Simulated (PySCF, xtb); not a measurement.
GaHI2O, SMILES [OH][Ga]([I])[I]. One conformer was computed; it need not be the lowest.

Harmonic wavenumbers (cm⁻¹) from GFN2-xTB run with xtb at its own minimum, in rising order: 62, 102, 136, 213, 323, 331, 444, 585, 3641.

Q: What does B3LYP-D3(BJ)/def2-SVP run with PySCF 2.14.0 give at its own minimum? (Estimate from the structure and the level; the computed values follow.)

A: 65, 125, 144, 201, 288, 341, 708, 810, 3829. Paired by order, the mean absolute difference is 85 cm⁻¹ and the zero-point energies are 8.3 and 9.3 kcal/mol.
